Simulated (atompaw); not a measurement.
cadmium (Cd): PAW (atompaw) pseudisation with PBE, scalar-relativistic reference atom.

atompaw 4.2.0.5 was run on this input:

```
Cd 48
GGA-PBE scalarrelativistic loggrid 1500 logderivrange -7 5 301
5 5 4 0 0 0
5 0 1.5
5 1 0.5
0 0 0
c
c
c
c
v
c
c
v
v
c
v
2
2.10 1.55 1.40 1.10
y
0.65
n
n
y
-0.4
n
custom rrkj gramschmidtortho besselshape
bessel
2.10
2.10
1.50
1.45
2.10
2.10
PWSCFOUT
UPFDX 0.0125d0 UPFXMIN -7.d0 UPFZMESH 48.d0
END
```

Command:

```bash
atompaw < Cd.input > Cd.log
```

Resulting log (summary file):

```
Completed calculations for Cd (AE)

 Exchange-correlation type: GGA, Perdew-Burke-Ernzerhof

 Radial integration grid is logarithmic
 r0 =   1.8068677E-04 h =   8.6729650E-03   n =      1500 rmax =   8.0000000E+01

 Scalar relativistic calculation

 AEatom converged in  32 iterations
   nz     =  48.00
   delta  =       3.266983694444E-16

 All Electron Orbital energies:
  n  l      occupancy      energy
  1  0      2.0000000E+00 -1.9496847E+03
  2  0      2.0000000E+00 -2.8951595E+02
  3  0      2.0000000E+00 -5.4021055E+01
  4  0      2.0000000E+00 -7.8616851E+00
  5  0      1.5000000E+00 -4.6614452E-01
  2  1      6.0000000E+00 -2.5978242E+02
  3  1      6.0000000E+00 -4.4267830E+01
  4  1      6.0000000E+00 -4.9991676E+00
  5  1      5.0000000E-01 -1.2284962E-01
  3  2      1.0000000E+01 -2.9006897E+01
  4  2      1.0000000E+01 -9.3747475E-01

 Total energy
   Total                    :   -11189.13980552163230

 ---
 Completed calculations for Cd (SC)

 Exchange-correlation type: GGA, Perdew-Burke-Ernzerhof

 Radial integration grid is logarithmic
 r0 =   1.8068677E-04 h =   8.6729650E-03   n =      1500 rmax =   8.0000000E+01

 Scalar relativistic calculation

 SCatom converged in   5 iterations
   nz     =  48.00
   delta  =       4.637953927362E-17

 Valence Electron Orbital energies:
  n  l      occupancy      energy
   5  0      1.5000000E+00 -4.6614452E-01
   4  1      6.0000000E+00 -4.9991676E+00
   5  1      5.0000000E-01 -1.2284962E-01
   4  2      1.0000000E+01 -9.3747475E-01

 Total energy
   Total                    :   -11189.13980550547967
   Valence                  :     -532.94484797400287

 PAW parameters:
       lmax =            2
         rc =    2.1127090962795232
        irc =         1081
   rc_shape =    1.5595338299158963
    rc_vloc =    1.4053672578050935
    rc_core =    1.1023235862383900
   Vloc: truncated form - Vps(r)=A.sin(qr)/r for r<rc
   Projector type: RRKJ pseudization + Gram-Schmidt ortho.
   Bessel compensation charge shape zeroed at   1.5595E+00

 Number of basis functions     6
 No.   n  nodes  l      Energy         Cp coeff         Occ
  1    5    4    0   -0.4661445E+00  0.1000000E+01  0.1500000E+01
  2  999    5    0    0.6500000E+00  0.6322614E-02  0.0000000E+00
  3    4    2    1   -0.4999168E+01  0.1000000E+01  0.6000000E+01
  4    5    3    1   -0.1228496E+00  0.5395310E+00  0.5000000E+00
  5    4    1    2   -0.9374748E+00  0.1000000E+01  0.1000000E+02
  6  999    2    2   -0.4000000E+00  0.1264764E+00  0.0000000E+00

 Eigenvalues of overlap operator (in the basis of projectors):
    1        1.34244891E-02
    2        3.22645205E-01
    3        7.72203685E-01
    4        4.16856817E+00
    5        6.73513675E+00
    6        3.24289993E+01

 Orbital leakage outside PAW augmentation regions
   orb  is_core?  %out_of_sphere
   1 0    T           0.00
   2 0    T           0.00
   3 0    T           0.00
   4 0    T           0.16
   5 0    F          73.98
   2 1    T           0.00
   3 1    T           0.00
   4 1    F           0.62
   5 1    F          92.83
   3 2    T           0.00
   4 2    F           8.91

 Summary of PAW energies
   Total valence energy     :   -532.94488737804579
   Smooth energy            :    104.01387568315219
   One center               :   -636.95876306119794
   Smooth kinetic           :     56.84706902984185
   Vloc energy              :     18.47150492971691
   Smooth exch-corr         :    -19.53253735140906
   One-center xc            :   -288.98911031113482
```

The run took about 3.8 s on one core of a shared server CPU.
